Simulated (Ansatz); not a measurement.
CH$_{9}$BGeSi, SMILES `[BH2][GeH]([CH3])[SiH3]`. Charge 0, multiplicity 1. The geometry is a stationary point of PBE0-D4/def2-TZVP.

```xyz
13

B    -0.801    1.814    0.794
Ge   -0.632    0.051   -0.218
C    -0.712   -1.570    0.890
Si    1.540    0.166   -1.229
H    -0.479    1.893    1.943
H    -1.139    2.813    0.231
H    -1.633   -0.073   -1.389
H    -0.489   -2.455    0.292
H     0.013   -1.502    1.701
H    -1.708   -1.682    1.320
H     1.808   -1.088   -1.984
H     2.592    0.315   -0.186
H     1.640    1.317   -2.165
```

Question: What is the dipole moment at r2SCAN/def2-TZVPP? (An estimate is asked.)

Answer: Computed: 0.76 D, with components (-0.26, -0.51, 0.50) D in this frame, pointing from negative to positive charge.

Question: And with PBE, B3LYP, ωB97M-V? (Estimate.)

Answer: Computed: PBE 0.77 D, B3LYP 0.76 D, ωB97M-V 0.77 D.

Question: Give the Mulliken charges with r2SCAN, ωB97M-V, PBE in def2-TZVPP. (Best estimate.)

Answer: Ansatz gave: 
```
atom  r2SCAN  ωB97M-V    PBE
  B1   -0.05    -0.13  -0.09
 Ge2    0.14    -0.01   0.17
  C3   -0.29    -0.44  -0.38
 Si4    0.10     0.02   0.02
  H5    0.02     0.09   0.04
  H6    0.02     0.10   0.04
  H7   -0.02     0.02  -0.02
  H8    0.09     0.13   0.11
  H9    0.08     0.13   0.11
 H10    0.08     0.13   0.11
 H11   -0.06    -0.01  -0.04
 H12   -0.06    -0.02  -0.04
 H13   -0.05    -0.01  -0.03
```

B3LYP here is the variant with VWN-RPA as its local correlation; programs differ in this.
